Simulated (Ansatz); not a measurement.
Ansatz (a first-principles code) input:

Ansatz 0.2 input:
```yaml
crystal:
  periodic: [false, false, false]
  atoms:
    - {symbol: N, position_ang: [1.05421904, 1.19423730, 0.75107777]}
    - {symbol: Si, position_ang: [0.00843762, 0.02475511, -0.00711364]}
    - {symbol: N, position_ang: [-0.78844307, -0.93335648, 1.16506306]}
    - {symbol: N, position_ang: [1.08321358, -0.86299729, -0.98214327]}
    - {symbol: O, position_ang: [-1.25401831, 0.66832686, -0.85468660]}
    - {symbol: H, position_ang: [0.55399741, 1.97750766, 1.17516917]}
    - {symbol: H, position_ang: [-1.67805717, -0.66133640, 1.55173138]}
    - {symbol: H, position_ang: [-0.27185532, -1.54088227, 1.77917202]}
    - {symbol: H, position_ang: [0.82201639, -1.65684699, -1.54105491]}
    - {symbol: H, position_ang: [2.07739996, -0.73465082, -0.90370909]}
    - {symbol: H, position_ang: [-1.03240818, 1.13783752, -1.66220777]}
basis:
  gaussian:
    orbitals: def2-TZVPD
hamiltonian:
  xc: {name: B2GP-PLYP}
magnetization: {spin_polarized: true, initial_magnetization: 1}
correlation: {electrons: outside_noble_gas}
```

What final total energy does it print?

-532.40466 Eh (B2GP-PLYP/def2-TZVPD). The basis has 248 functions.

It need not be the lowest isomer of its formula.
